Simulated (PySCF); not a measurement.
Molecule: SMILES C(#C[SiH3])[SiH2]Cl, C₂H₅ClSi₂.

Mapped SMILES: `[SiH3:1][C:2]#[C:3][SiH2:4][Cl:5]`. Each H is labelled by its parent atom.

Geometry PBE0-D3(BJ)/def2-SVP throughout; GIAO in PySCF 2.14.0 with density-fitted response routines, gas phase, one conformer, non-relativistic; equivalent atoms averaged; functional PBE0.

Problem. How do the shifts δ (against TMS, HCl at the same level) depend on the basis set? (ppm; last column core-seconds on shared hosts with different chips, so compare them loosely)

Solution. 
| basis set | functions | Si4 | Si1 | C2 | C3 | Cl5 | H(Si4) | H(Si1) | core-s |
| --- | --- | --- | --- | --- | --- | --- | --- | --- | --- |
| STO-3G | 42 | -46.0 | -84.1 | 91.6 | 82.2 | -175.1 | 3.00 | 2.12 | 2.5 |
| 6-31G | 67 | -12.8 | -65.6 | 108.9 | 105.9 | -100.8 | 5.02 | 4.08 | 5 |
| pcSseg-0 | 67 | -64.4 | -143.9 | 119.0 | 115.3 | -116.6 | 5.61 | 4.35 | 4.1 |
| 6-31G* | 92 | -20.9 | -62.9 | 105.2 | 104.4 | -68.0 | 5.18 | 4.34 | 6.5 |
| def2-SVP | 107 | -49.6 | -100.4 | 107.8 | 107.7 | -40.9 | 5.17 | 4.17 | 6.9 |
| cc-pVDZ | 107 | -42.2 | -88.7 | 109.5 | 109.2 | -43.8 | 5.18 | 4.20 | 7.7 |
| pcSseg-1 | 131 | -43.3 | -95.1 | 116.7 | 116.1 | -37.4 | 5.14 | 4.20 | 13 |
| aug-cc-pVDZ | 172 | -41.1 | -84.7 | 108.4 | 108.2 | -27.6 | 5.44 | 4.36 | 16 |
| 6-311+G(2d,p) | 189 | -45.8 | -95.5 | 114.7 | 114.9 | -13.0 | 5.51 | 4.49 | 16 |
| def2-TZVP | 203 | -46.3 | -94.6 | 115.0 | 115.8 | -32.0 | 5.46 | 4.48 | 19 |
| cc-pVTZ | 232 | -39.9 | -86.2 | 114.3 | 114.9 | -27.3 | 5.26 | 4.27 | 24 |
| IGLO-III | 252 | -49.7 | -97.1 | 117.6 | 118.6 | -22.9 | 5.37 | 4.38 | 24 |
| pcSseg-2 | 271 | -47.2 | -96.3 | 119.4 | 119.4 | -28.7 | 5.19 | 4.23 | 53 |

Problem. Which nucleus moves most, in ppm?

Solution. Cl5 (chlorine bonded to Si): from -175.1 ppm with STO-3G to -13.0 ppm with 6-311+G(2d,p). The smallest spread is 2.37 ppm, at H(Si1). Proton shifts span only some 12 ppm, so a few tenths of a ppm matter as much there as several ppm in carbon.

Problem. Taking the largest basis, pcSseg-2 (271 functions), as the yardstick, rank the others by their worst heavy-atom deviation.

Solution. def2-TZVP 4.4 ppm (203 functions), IGLO-III 5.8 ppm (252 functions), pcSseg-1 8.7 ppm (131 functions), cc-pVTZ 10.1 ppm (232 functions), aug-cc-pVDZ 11.6 ppm (172 functions), def2-SVP 12.2 ppm (107 functions), cc-pVDZ 15.1 ppm (107 functions), 6-311+G(2d,p) 15.7 ppm (189 functions), 6-31G* 39.2 ppm (92 functions), 6-31G 72.1 ppm (67 functions), pcSseg-0 87.9 ppm (67 functions), STO-3G 146.4 ppm (42 functions).

A small basis that lands close on one nucleus may do so by chance; judge by the trend and by all nuclei.
